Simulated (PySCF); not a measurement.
**NMR parameters from quadrupole coupling constants**

C4H9OPSi.
Cartesian coordinates in Å at the GFN2-xTB level; atoms count from 1:
```
atom  x, y, z in Å
O1    -2.928   -1.441   -0.693
P2    -1.959   -0.345   -0.609
C3    -0.249   -0.626   -1.107
C4     0.614   -0.078   -0.251
Si5    2.493   -0.178   -0.394
C6    -0.005    0.690    0.890
C7    -1.459    0.247    1.053
H8    -2.365    0.805   -1.293
H9     0.025   -1.200   -1.976
H10    3.018    1.190   -0.422
H11    2.840   -0.894   -1.618
H12    2.997   -0.872    0.792
H13    0.043    1.755    0.645
H14    0.566    0.545    1.810
H15   -2.105    1.031    1.444
H16   -1.535   -0.621    1.716
```

Computed at PBE0/pcSseg-1 (PySCF, non-relativistic):

```
atom        environment  nucleus  spin I    Q (b)  CQ = χzz (MHz)      η
  O1  phosphoryl oxygen      17O     5/2  -0.0256          -5.147  0.211
```

Question: Work back to Vxx, Vyy and Vzz; CQ/MHz = 234.96 (Q/b)(Vzz/au).

Answer: The tensor is traceless, so η fixes the two smaller values:

```json
{"atom": "O1", "Vxx (au)": "-0.337", "Vyy (au)": "-0.518", "Vzz (au)": "0.856", "Vzz (10²¹ V/m²)": "8.31"}
```

Question: Give the quadrupolar product PQ = |CQ|√(1 + η²/3), the quadrupolar frequency νQ = 3|CQ|/[2I(2I − 1)] and the Larmor frequency ν0 = |g| × 7.62259 MHz/T × B at 21.15 T, with g(17O) = −0.75752.

Answer: 
```
atom  PQ (MHz)  νQ (MHz)  ν0 (MHz)  νQ/ν0
  O1     5.185     0.772    122.13  0.006
```

For O1: PQ = 5.147 × 1.0074, νQ = 5.147 × 0.1500, ν0 = 5.7742 MHz/T × 21.15 T.

Question: For half-integer spins with νQ below a tenth of ν0, find the second-order shift of the centre of gravity of the central transition at 21.15 and 23.5 T.

Answer: From −(3/40)(PQ/ν0)²[I(I + 1) − 3/4]/[I(2I − 1)]², which goes as 1/B² (ppm):

```
     site  21.15 T  23.5 T
17O at O1    -10.8   -8.76
```

Isolated species at its GFN2-xTB geometry (one conformer only). GFN2-xTB bond lengths can be off by several hundredths of an ångström, more for odd bonds, and the gradients follow them. These gradients aren't converged with respect to the basis.
